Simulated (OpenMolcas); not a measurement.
# Cr4+ in a point-charge field

Cr4+ among 4 point charges of -2.5 e arranged as a square (D4h), 1.87 Å from the ion.

| Quantity | Value |
| --- | --- |
| Program | OpenMolcas 26.06 |
| Method | CASSCF |
| Basis | ANO-RCC-VDZP [5s4p2d1f] |
| Scalar Hamiltonian | DKH2, point nucleus |
| Active space | 2 electrons in 5 orbitals (3d) |
| State averaging | 2S+1 = 3 even, 10 roots; 2S+1 = 1 even, 15 roots |
| Spin-orbit coupling | state interaction with AMFI integrals over the reference wave functions |

The lowest spin-free states (labels of D4, the rotations of D4h), above the lowest:

```
State  Degeneracy  E (cm-1)  Free-ion L (%)
  3A2           1       0.0          F (93)
   3E           2     701.4          F (85)
  3B2           1      5125         F (100)
  3B1           1     10016         F (100)
   3E           2     10520          F (96)
  1A1           1     13733          G (56)
   1E           2     15730          G (61)
  1B2           1     16523          D (82)
  1B1           1     17106          D (70)
   3E           2     23601          P (81)
  1A1           1     25809          D (49)
  1B2           1     26982          G (82)
   1E           2     28161          D (53)
  1B1           1     31634          G (70)
   1E           2     36412          G (93)
  3A2           1     41053          P (93)
  1A1           1     48710          G (95)
  1A2           1     49316         G (100)
  1A1           1     73661          S (85)
```

The lowest levels with spin-orbit coupling:

| E (cm-1) | Degeneracy | Label | 2S+1 | g |
| --- | --- | --- | --- | --- |
| 0.0 | 1 | A1 | 3 |  |
| 164.0 | 2 | E | 3 | 0.00 0.00 3.66 |
| 875.4 | 1 | A2 | 3 |  |
| 1154 | 1 | B1 | 3 |  |
| 1176 | 2 | E | 3 | 0.00 0.00 2.22 |
| 1180 | 1 | B2 | 3 |  |
| 1185 | 1 | A1 | 3 |  |
| 5439 | 2 | E | 3 | 0.00 0.00 3.44 |
| 5474 | 1 | B1 | 3 |  |
| 10034 | 1 | B2 | 3 |  |
| 10289 | 2 | E | 3 | 0.00 0.00 4.63 |
| 10369 | 1 | B1 | 3 |  |
| 10647 | 1 | B2 | 3 |  |
| 10940 | 2 | E | 3 | 0.00 0.00 5.58 |
| 11337 | 1 | A1 | 3 |  |
| 11338 | 1 | A2 | 3 |  |
| 14084 | 1 | A1 | 1 |  |
| 16079 | 2 | E | 1 | 0.00 0.00 1.98 |
| 16897 | 1 | B2 | 1 |  |
| 17447 | 1 | B1 | 1 |  |

Powder χT (cm3 K/mol): 0.0018 at 2 K, 0.00902 at 10 K, 0.053 at 50 K, 0.166 at 100 K, 0.386 at 200 K, 0.563 at 300 K. The effective moment at 300 K is 2.828 √(χT) = 2.12 μB.

The lowest level has 2S+1 = 3, for which the spin-only value is χT = S(S+1) / 2 = 1.000 cm3 K/mol (g = 2). The computed 0.563 at 300 K differs by -0.437, through orbital momentum, spin-orbit coupling and any other state in reach.

Without dynamic correlation the repulsion within the d shell is too large (B by tens of per cent), so at a given field states of lower spin stand too high. Point charges carry no covalency, so the field is a model and not that of real ligands. No measured value stands beside these numbers.

With an even number of electrons the g values are those of a degenerate or nearly degenerate non-Kramers pair.
